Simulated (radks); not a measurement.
Problem. Excited configurations of He+: one electron is placed in a higher orbital outside the bare nucleus. The ground configuration is 1s1. Method: non-relativistic Kohn-Sham, PBE, spin-polarised, spherical densities, point nucleus; open shells are filled with parallel spins first; computed with a radial shooting solver on a logarithmic mesh with Libxc functionals. Excitation = E - E(ground); binding = E(ion) - E, where the ion is the core of charge +2; n* = 2/sqrt(2 binding) in atomic units, and the quantum defect is n - n*.

| outer orbital | excitation (eV) | binding (eV) | n* | quantum defect | eigenvalue (eV) | <r> (bohr) |
|---|---|---|---|---|---|---|
| 3d | 48.062 | 6.191 | 2.965 | 0.035 | -4.547 | 5.176 |
| 4s | 50.547 | 3.706 | 3.832 | 0.168 | -3.032 | 11.39 |
| 4d | 50.598 | 3.655 | 3.859 | 0.141 | -2.867 | 10.07 |
| 5p | 51.840 | 2.413 | 4.749 | 0.251 | -1.980 | 17.24 |
| 6p | 52.551 | 1.702 | 5.654 | 0.346 | -1.413 | 24.91 |
| 6d | 52.554 | 1.700 | 5.659 | 0.341 | -1.396 | 23.99 |
| 7p | 52.986 | 1.267 | 6.554 | 0.446 | -1.061 | 33.97 |
| 7f | 52.989 | 1.264 | 6.562 | 0.438 | -1.038 | 31.65 |

Estimate the row for 5d.

Solution. excitation (eV) 51.851; binding (eV) 2.402; n* 4.760; quantum defect 0.240; eigenvalue (eV) -1.938; <r> (bohr) 16.35. The Delta-SCF ionisation energy is 54.253 eV (NIST Atomic Spectra Database: 54.418 eV, theoretical). Self-interaction in the functional shifts the binding energies and quantum defects, so they are the method's values and not measured ones.
